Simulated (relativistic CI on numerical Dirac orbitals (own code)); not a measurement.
A reference radial Dirac CI calculation of Ni³⁺ gave the lowest total energy -1516.29827 Ha in 12 SCF steps, from this input:

```
atom Ni  Z=28  charge=3  electrons=25
nucleus A=58  rms_radius_fm=3.7757
hamiltonian dirac-coulomb  breit=on  qed=on  c_scale=1
orbitals kli  potential=per-configuration
slater_scale 1
correlation none
mixing on
grid step=0.0125 r_max=25.7
scf mixing=0.4 start=green max_iterations=150 tolerance=2e-08 node_fill=0.05
configurations
  [Ar] 3d7
end
```

One setting was then changed, and the output read:

```
SCF 1: [Ar] 3d7
 iter      energy (Ha)   residual   last orbital (Ha)
    1     -1500.272714   2.05e+00     -5.12061
    2     -1511.295884   7.20e-01     -2.96274
    3     -1512.522297   9.16e-02     -2.08650
    4     -1512.593798   1.03e-01     -2.25633
    5     -1512.618088   2.20e-02     -2.15432
    6     -1512.618762   5.56e-04     -2.12669
    7     -1512.618712   1.01e-03     -2.12418
    8     -1512.618759   1.11e-04     -2.12536
    9     -1512.618766   1.57e-05     -2.12551
   10     -1512.618765   1.08e-07     -2.12549
   11     -1512.618765   2.95e-08     -2.12549
   12     -1512.618765   2.62e-10     -2.12549
orbital energies (Ha): 2s -37.6591  2p1/2 -33.0914  2p3/2 -32.6843  3s -5.9057  3p1/2 -4.5017  3p3/2 -4.4502  3d3/2 -2.1319  3d5/2 -2.1255
configuration averages (Ha): Dirac-Coulomb, Breit, QED
  3d7                          -1512.618765    0.383246    0.377250
levels: no., configuration, term, J, E (cm-1), weight
   1 3d7                    4F   9/2              0.0  1.00
   2 3d7                    4F   7/2            735.5  1.00
   3 3d7                    4F   5/2           1281.4  1.00
   4 3d7                    4F   3/2           1659.0  1.00
   5 3d7                    4P   5/2          21893.5  1.00
   6 3d7                    2G   9/2          21963.4  0.99
   7 3d7                    4P   3/2          22161.4  0.98
   8 3d7                    4P   1/2          22446.8  0.99
   9 3d7                    2G   7/2          22641.4  1.00
  10 3d7                    2H   11/2         29139.2  1.00
  11 3d7                    2P   3/2          29146.4  0.91
  12 3d7                    2H   9/2          29736.7  0.99
  13 3d7                    2P   1/2          29822.6  0.99
  14 3d7                    2D   5/2          31704.0  1.00
lowest total energy -1511.984942 Ha
end: converged
```

Q: Which setting was changed?
A. grid step
B. speed of light
C. configuration list
D. node fill of the KLI weights

A: B. The speed of light × 1.25.
